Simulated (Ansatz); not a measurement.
Reaction (formal exchange of groups at the Al–Si bond): `C[SiH](C)[AlH][NH2]` + `BF` → `[NH2][AlH][BH]F` + `C[SiH2]C`

Gas-phase electronic energies from Ansatz, PBE0-D4/def2-TZVP geometries. CBS: MP2 limit from def2 TZ/QZ plus the TZ coupled-cluster correction, frozen cores. This one scheme is used for every species. Functionals use def2-TZVPP. B3LYP here is the variant with VWN-RPA as its local correlation; programs differ in this. One conformer a species, not always the lowest.

| level | ΔE (kcal/mol) | difference from CCSD(T)/CBS |
| --- | --- | --- |
| PBE-D4 | 9.2 | 0.8 |
| r2SCAN-D4 | 8.7 | 0.3 |
| PBE0-D4 | 9.4 | 1.0 |
| ωB97X-V | 7.9 | -0.5 |
| PBE0 | 8.5 | 0.1 |
| B3LYP | 7.0 | -1.4 |
| MP2/def2-TZVPP | 9.2 | 0.8 |
| HF/def2-QZVPP | 6.6 | -1.8 |
| SCS-MP2/def2-QZVPP | 8.3 | -0.1 |
| MP2/CBS(def2) | 9.1 | 0.7 |
| CCSD(T)/CBS | 8.4 | 0 |

Largest T1 diagnostic among the species: 0.014.

The D4 term adds +1.4 kcal/mol with B3LYP and +0.9 kcal/mol with PBE0; it sums over pairs of atoms, weighted by their polarisabilities, and B3LYP, whose exchange is more repulsive, gets the larger term. In def2-TZVPP, CCSD(T) changes the Hartree–Fock value by +1.7 kcal/mol (the triples alone add +0.4 kcal/mol) and MP2 by +2.5 kcal/mol.
